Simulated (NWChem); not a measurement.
Species: SnCl2, singlet; SMILES [Cl][Sn][Cl]

Results from NWChem. Medium grid unless said otherwise, to which SCAN and Minnesota functionals are sensitive. Low-valent species are run as closed-shell singlets; no triplet was tried in these runs. All runs use the structure optimised with PBE-D3(BJ)/def2-SVP. def2 effective core potentials on Sn; no spin-orbit coupling.

Q: Predict the results for M06-2X/def2-TZVP. Quantities: highest occupied level (eV); orbital gap (eV); dipole (D).

A: 
```
Property                     Result
---------------------------  ------
highest occupied level (eV)   -9.12
orbital gap (eV)               6.67
dipole (D)                     3.65
```
